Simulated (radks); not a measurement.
Values are calculated unless marked as measured or tabulated.
Ni XII, 17 electrons, occupied as [Ne] 3s1 3p6 (not the ground configuration).

Code: a radial shooting solver on a logarithmic mesh with Libxc functionals. Model: scalar-relativistic Kohn-Sham, PBE, spin-polarised, spherical densities, finite nucleus; open shells are filled with parallel spins first; Fermi nuclear charge, rms radius 3.7757 fm.

Energy parts (eV):
| part | energy |
|---|---|
| total | -39999.082 |
| kinetic | 40584.547 |
| electron-nucleus | -90551.031 |
| Hartree | 11423.481 |
| exchange-correlation | -1456.079 |

Orbitals (lengths in bohr, moments of r in powers of bohr; <r^-3> diverges for s and p1/2):
orbital,occ.,eigenvalue (eV),<r^-3>
1s up,1,-8524.380,-
1s down,1,-8523.560,-
2s up,1,-1296.804,-
2s down,1,-1296.096,-
2p up,3,-1160.110,626.6
2p down,3,-1159.391,626.6
3s up,1,-380.7379,-
3s down,0,-377.9640,-
3p up,3,-338.9821,112.2
3p down,3,-336.3302,112.1

The highest occupied level is 3p down at -336.33 eV. The configuration is held as typed, so some empty levels lie below it. Summed over all electrons, <r^2> = 4.009 bohr^2, which gives a Langevin (diamagnetic) susceptibility term of -3.18 x 10^-6 cm^3/mol. The electron density at the nucleus is 1.969e+04 e/bohr^3 (large components only). The density falls to 0.001 e/bohr^3 at r = 1.72 bohr.
